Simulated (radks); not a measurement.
The nuclear charge of neutral lutetium is varied continuously with 71 electrons held in [Xe] 4f14 5d1 6s2. Method: Dirac Kohn-Sham, PBE, spin-unpolarised, spherical densities, point nucleus; open shells fill j = l - 1/2 first; computed with a radial shooting solver on a logarithmic mesh with Libxc functionals. By the Hellmann-Feynman theorem dE/dZ = E(electron-nucleus)/Z, the electronic potential at the nucleus.

| Z | E (hartree) | E(electron-nucleus)/Z (hartree) | HOMO | e(HOMO) (eV) | <r> HOMO (bohr) |
|---|---|---|---|---|---|
| 70.75 | -14453.7496 | -507.983 | 5d3/2 | -0.265 | 3.365 |
| 71 | -14581.0951 | -510.780 | 5d3/2 | -1.866 | 2.853 |
| 71.25 | -14709.1391 | -513.572 | 5d3/2 | -3.801 | 2.575 |
| 71.5 | -14837.8810 | -516.363 | 5d3/2 | -5.983 | 2.387 |
| 71.75 | -14967.3206 | -519.154 | 5d3/2 | -8.371 | 2.246 |
| 72 | -15097.4583 | -521.948 | 5d3/2 | -10.938 | 2.134 |

The central difference of E at Z = 71 is -510.779 hartree, to compare with the third column; the second derivative is -11.2 hartree.
